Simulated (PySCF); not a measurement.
**Pb (lead, neutral) across methods**

[Xe] 4f14 5d10 6s2 6p2, high-spin 3P determinant. Calculation: PySCF 2.14, in aug-cc-pwCVTZ-DK3 (11s10p8d5f1g, 125 functions); the spin-free X2C one-electron Hamiltonian (Gaussian nucleus).

```json
{"method": "UHF", "E (hartree)": "-20877.93125", "mean ε 6s α (eV)": "-16.947", "mean ε 6s β (eV)": "-13.684", "mean ε 6p α (eV)": "-6.958", "Σ⟨r²⟩ (bohr²)": "73.84", "⟨S²⟩": "2.011"}
{"method": "PBE0", "E (hartree)": "-20883.84", "mean ε 6s α (eV)": "-13.661", "mean ε 6s β (eV)": "-12.157", "mean ε 6p α (eV)": "-4.808", "Σ⟨r²⟩ (bohr²)": "73.14", "⟨S²⟩": "2.003"}
{"method": "PBE", "E (hartree)": "-20884.15", "mean ε 6s α (eV)": "-12.285", "mean ε 6s β (eV)": "-11.315", "mean ε 6p α (eV)": "-3.930", "Σ⟨r²⟩ (bohr²)": "73.68", "⟨S²⟩": "2.002"}
{"method": "r2SCAN", "E (hartree)": "-20884.08", "mean ε 6s α (eV)": "-12.754", "mean ε 6s β (eV)": "-11.412", "mean ε 6p α (eV)": "-4.206", "Σ⟨r²⟩ (bohr²)": "72.83", "⟨S²⟩": "2.005"}
{"method": "LDA", "E (hartree)": "-20871.45", "mean ε 6s α (eV)": "-12.532", "mean ε 6s β (eV)": "-11.701", "mean ε 6p α (eV)": "-4.018", "Σ⟨r²⟩ (bohr²)": "73.31", "⟨S²⟩": "2.001"}
```

Spin-orbit coupling is strong in this species (close to jj coupling), so the high-spin LS determinant is a model state, not a physical level.
